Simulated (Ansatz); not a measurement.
Stretching the C4–H6 bond in C2H5Al (SMILES C=[CH][AlH2]) (multiplicity 1 held, fragments rigid). Energies count from the point at 1.089 Å.
Geometry at that point (charge 0, multiplicity 1):
```tsv
atom	x (Å)	y (Å)	z (Å)
Al	-0.1364	0.1629	1.1626
H	-0.8151	1.5910	1.2176
H	0.1783	-0.6444	2.4857
C	0.2915	-0.5524	-0.5896
C	0.0180	0.1449	-1.6988
H	0.7594	-1.5259	-0.7301
H	0.2417	-0.2199	-2.6984
H	-0.4483	1.1257	-1.6579
```

Signs of static correlation in cc-pV(T+d)Z, with CASSCF(2,2), from Ansatz (an electronic-structure program) runs.

```csv
R (Å),T1 of restricted CCSD,⟨S²⟩ of UHF,largest double amplitude of restricted CCSD,weight of the CASSCF reference in MRCISD,CASSCF natural occupations
0.871,0.011,0.000,0.090,0.880,1.99 0.01
0.980,0.011,0.000,0.089,0.879,1.99 0.01
1.089,0.011,0.000,0.089,0.879,1.98 0.02
1.198,0.011,0.000,0.089,0.878,1.98 0.02
1.307,0.011,0.000,0.089,0.878,1.97 0.03
1.470,0.012,0.000,0.089,0.877,1.94 0.06
1.634,0.014,0.155,0.089,0.877,1.91 0.09
1.906,___,0.747,0.164,0.876,1.83 0.17
2.178,0.028,1.002,0.266,0.876,1.71 0.29
2.505,0.043,1.128,0.393,0.876,1.53 0.47
2.941,___,1.185,0.564,0.877,1.32 0.68
3.485,0.086,1.204,0.746,0.877,1.15 0.85
```

Q: Some entries are withheld; supply them.

A: 
- 1.906, T1 of restricted CCSD: 0.019
- 2.941, T1 of restricted CCSD: 0.065

Doubts at one or more of the structures used: a restricted determinant that unrestricted orbitals would lower (R-CCSD(T)/cc-pV(T+d)Z); other coupled-cluster roots lie near (R-CCSD(T)/cc-pV(T+d)Z); T1 above 0.05 (R-CCSD(T)/cc-pV(T+d)Z, U-CCSD(T)/cc-pV(T+d)Z); a spin-contaminated determinant (U-CCSD(T)/cc-pV(T+d)Z); the program's own flag: large difference (U-CCSD(T)/cc-pV(T+d)Z).
